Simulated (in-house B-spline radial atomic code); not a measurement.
Configurations of Ar⁶⁺, with energies counted from [Ne] 3s2. All numbers are computed (Dirac-Hartree-Fock, average of configuration; Fermi nucleus of rms radius 3.4274 fm) with an all-electron radial atomic-structure program (B-spline basis), not measured. Energies include first-order Breit, QED and recoil terms.

Occupations are held fixed; configurations that lie above the ionisation limit could autoionise.

```csv
configuration,E - E(ref) (eV),highest orbital,its <r> (bohr)
[Ne] 3s1 6f1,103.57,6f7/2,6.78
[He] 2s2 2p5 3s2 4d1,322.06,4d5/2,2.652
[He] 2s2 2p5 3s2 5s1,332.58,5s1/2,4.006
[He] 2s2 2p5 3s2 5d1,339.47,5d5/2,4.497
[He] 2s2 2p5 3s2 5g1,341.79,5g9/2,3.917
[He] 2s2 2p5 3s2 6f1,349.68,6f7/2,6.722
[He] 2s2 2p5 3s2 7s1,351.79,7s1/2,8.57
[He] 2s1 2p6 3s2 3d1,358.93,3d5/2,1.199
[He] 2s1 2p6 3s2 4d1,400.32,4d5/2,2.652
[He] 2s1 2p6 3s2 4f1,404.31,4f7/2,2.481
[He] 2s1 2p6 3s2 6g1,428.2,6g9/2,6.266
[He] 2s1 2p6 3s2 7f1,432.95,7f7/2,9.483
```

(1) Order these further configurations by energy, lowest first.
A. [He] 2s1 2p6 3s2 5g1
B. [He] 2s1 2p6 3s2 7d1
C. [He] 2s2 2p5 3s2 7f1
D. [He] 2s1 2p6 3s2 7p1
E. [Ne] 3s1 7g1

(2) How far above the reference does [He] 2s1 2p6 3s2 6p1 lie?

(3) How far above the reference does [He] 2s2 2p5 3s2 6d1 lie?

(4) How far above the reference does [Ne] 3s1 4f1 lie?

## Answers

(1) E (108.64 eV), C (354.69 eV), A (420.05 eV), D (431.03 eV), B (432.31 eV).

(2) 424.78 eV; its least bound orbital is 6p3/2 with <r> = 6.385 bohr.

(3) 348.63 eV; its least bound orbital is 6d5/2 with <r> = 6.769 bohr.

(4) 80.167 eV; its least bound orbital is 4f7/2 with <r> = 2.522 bohr.
